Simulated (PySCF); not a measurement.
**InF⁺: a composite coupled-cluster calculation**

State: ²Σ⁺, doublet, unpaired electrons σ ↑. De refers to In⁺ + F. ROHF-based CCSD(T) in PySCF 2.14 with In cc-pwCVDZ-PP with ECP28, F aug-cc-pVDZ and In cc-pwCVTZ-PP with ECP28, F aug-cc-pVTZ (frozen core orbitals: 5; scalar-relativistic core potentials). Correlation energies are extrapolated as n⁻³ (n = 2, 3), Hartree–Fock as (n+1)·exp(−9√n).

```tsv
Level	Re (Å)	ωe (cm⁻¹)	ωexe (cm⁻¹)	αe (cm⁻¹)	De (eV)
CCSD(T)/DZ	1.9131	605	n/a	0.00241	0.928
CCSD(T)/TZ	1.8952	622	n/a	0.00238	1.067
HF/CBS	1.8644	716.9	n/a	0.00167	0.194
MP2/CBS	1.8793	658	n/a	n/a	1.162
CCSD/CBS	1.8821	649	n/a	0.00217	0.988
CCSD(T)/CBS	1.8916	625	n/a	0.00237	1.112
```

Q: How much is left between CCSD(T)/TZ and the basis-set limit, and how much do the triples give at the limit?

A: CCSD(T)/CBS less CCSD(T)/TZ: -3.6 mÅ in Re, +3.1 cm⁻¹ in ωe and +0.045 eV in De. CCSD(T)/CBS less CCSD/CBS: +9.5 mÅ in Re, -23.9 cm⁻¹ in ωe and +0.124 eV in De.

The T1 diagnostic is 0.033. The state was picked by a PBE0 search and need not be the measured ground state. Spin–orbit coupling, excitations beyond (T) and corrections to the Born–Oppenheimer picture are left out, and spin–orbit coupling matters for open p, d or f shells this heavy.

The whole job (state search and all basis sets along the bond) took about 38 min on 4 threads of Intel Xeon Platinum 8259CL @ 2.50GHz (shared host), peak memory 11 GiB.
